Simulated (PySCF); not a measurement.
Vertical excitations of a molecule C2H4FNOSi from PySCF with TDDFT-LC-ωPBE/def2-SVPD, as energy in eV (oscillator strength): 7.28 (0.000), 7.52 (0.009), 7.53 (0.004), 8.00 (0.002), 8.17 (0.001), 8.42 (0.023), 8.68 (0.220), 9.01 (0.057), 9.11 (0.011), 9.37 (0.007). Lowest triplet (TDA): 6.57 eV. Geometry: B3LYP-D3(BJ)/def2-SVP. The values are those of a single conformer.

Q: Which structure fits?
A) O=C=N[SiH2]CF
B) N[Si@H]1OC=C1F
C) F[Si@@H]1CN=CO1
D) F[C@@H]1N=CO[SiH2]1

A: A, O=C=N[SiH2]CF
